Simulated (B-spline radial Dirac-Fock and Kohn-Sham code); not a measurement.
**Kr⁶⁺: scattering cross sections and density moments**

System: Kr⁶⁺, [Ar] 3d10 4s2.

Model: relativistic Hartree-Fock (Dirac-Fock) wave functions, averaged over the configuration. Program: a radial atomic solver.

```
Sum of ⟨r⟩                          : 13.90 bohr
Sum of ⟨r²⟩                         : 10.83 bohr²
Sum of ⟨1/r⟩                        : 183.76 per bohr
Langevin diamagnetic susceptibility : -8.58 × 10⁻⁶ cm³/mol
Lamb shielding (α²/3)Σ⟨1/r⟩         : 3262 ppm
```

Coherent scattering is the Thomson cross section weighted by f₀², without anomalous dispersion; incoherent scattering is Klein-Nishina weighted by S. The Lamb formula is the non-relativistic shielding expression. Electron correlation is left out.

```tsv
hν (keV)	coherent (b)	incoherent (b)	incoherent per electron (b)
1	588.6	0.2180	0.00727
10	250.1	5.973	0.199
17.4793	126.7	9.212	0.307
20	105.9	9.966	0.332
50	26.83	13.38	0.446
100	8.156	13.38	0.446
200	2.288	11.72	0.391
500	0.3900	8.583	0.286
```

Incoherent scattering overtakes coherent scattering between 50 and 100 keV.

Values without a named source are computed, but for edge energies of neutral atoms, which are taken from tables.
